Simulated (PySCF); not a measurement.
Species: C4H8F2Si.
SMILES with atom numbers: `[CH3:1][C@@:2]1([CH:3]([F:4])[F:5])[CH2:6][SiH2:7]1` (hydrogens: H8, H9, H10 on C1; H11 on C3; H12, H13 on C6; H14, H15 on Si7)

All values: PBE0/pcSseg-1 and CAM-B3LYP/def2-SVPD (PySCF, non-relativistic), on one gas-phase PBE0-D3(BJ)/def2-SVP geometry that isn't relaxed in the solvent. The solvent is an IEF-PCM continuum (cavity from Bondi-type radii × 1.2). Only the electrostatic response of the medium enters.

Gas phase at PBE0/pcSseg-1: HOMO -7.21 eV, LUMO 0.04 eV, dipole 2.36 D.

What does the continuum do to the energy, the frontier levels and the dipole at PBE0/pcSseg-1 in chloroform and water?

```csv
solvent,ε,E(solvent) − E(gas) (kcal/mol),polarisation term (kcal/mol),distortion of the solute (kcal/mol),HOMO (eV),LUMO (eV),dipole (D)
chloroform,4.711,-2.60,-2.84,0.24,-7.04,0.24,2.76
water,78.36,-3.69,-4.19,0.50,-7.00,0.29,2.94
```

Polarisation term: ½ Σ q·V over the induced surface charges. Distortion: the rise of the solute's own energy as its density leaves the gas-phase optimum. From chloroform to water the lowering changes by a factor 1.42, Onsager's factor (ε − 1)/(2ε + 1) by 1.38 and ε itself by 16.6.

Which radius a makes the point-dipole formula ΔE = −[(ε − 1)/(2ε + 1)]·μ²/a³ give the value in water, with the gas-phase dipole?

μ = 0.928 au and |ΔE| = 0.00589 Eh give a = 2.20 Å; the farthest nucleus lies 2.82 Å from the centroid of the nuclei, so such a sphere wouldn't even hold the nuclei. The formula assumes a rigid point dipole at the centre of a sphere.

Which Mulliken charges (PBE0/pcSseg-1) respond most in chloroform (means over atoms taken as equivalent)?

| atoms | environment | gas (e) | solvent (e) | change |
| --- | --- | --- | --- | --- |
| H11 | methine hydrogen | +0.075 | +0.097 | +0.022 |
| F4 | fluorine of a CF2 group | -0.307 | -0.319 | -0.012 |
| F5 | fluorine of a CF2 group | -0.302 | -0.314 | -0.012 |
| C6 | sp3 carbon bound to silicon | -0.374 | -0.385 | -0.011 |
| H13 | methylene hydrogen | +0.153 | +0.162 | +0.009 |
| C2 | sp3 carbon bound to silicon | -0.692 | -0.700 | -0.008 |
| H12 | methylene hydrogen | +0.155 | +0.163 | +0.008 |
| C3 | CHF2 carbon | +0.656 | +0.649 | -0.007 |

Which Mayer bond orders change most in chloroform?

| bond | length (Å) | gas | solvent | change |
| --- | --- | --- | --- | --- |
| C3–F4 | 1.360 | 0.952 | 0.940 | -0.012 |
| C3–F5 | 1.354 | 0.953 | 0.942 | -0.011 |
| C2–C3 | 1.500 | 0.998 | 1.004 | +0.006 |
| Si7–C2 | 1.877 | 0.879 | 0.874 | -0.005 |
| C2–C6 | 1.539 | 0.846 | 0.849 | +0.003 |
| C6–H13 | 1.097 | 0.944 | 0.941 | -0.003 |
| C1–C2 | 1.514 | 1.021 | 1.019 | -0.002 |
| C3–H11 | 1.106 | 0.952 | 0.950 | -0.002 |

Gas phase at CAM-B3LYP/def2-SVPD: HOMO -8.53 eV, LUMO 0.79 eV, dipole 2.64 D.

What does the continuum do to the energy, the frontier levels and the dipole at CAM-B3LYP/def2-SVPD in chloroform?

| solvent | ε | E(solvent) − E(gas) (kcal/mol) | polarisation term (kcal/mol) | distortion of the solute (kcal/mol) | HOMO (eV) | LUMO (eV) | dipole (D) |
| --- | --- | --- | --- | --- | --- | --- | --- |
| chloroform | 4.711 | -2.78 | -3.09 | 0.31 | -8.34 | 1.01 | 3.13 |

How does the static polarisability (CAM-B3LYP/def2-SVPD, frozen core, with the continuum's full static response) change?

| medium | isotropic (au) | principal values (au) | ⟨r²⟩ of the electrons (bohr²) |
| --- | --- | --- | --- |
| gas | 76.4 | 70.0, 71.9, 87.4 | 926.6 |
| chloroform | 94.4 | 86.5, 88.5, 108.3 | 926.5 |

The isotropic value in chloroform is 1.24 times the gas-phase one; no cavity-field correction is applied. ⟨r²⟩ is taken about the centre of nuclear charge.

Shape of the structure used: `[CH3:1][C@@:2]1([CH:3]([F:4])[F:5])[CH2:6][SiH2:7]1`: C1–C2–C3–F4 58°.
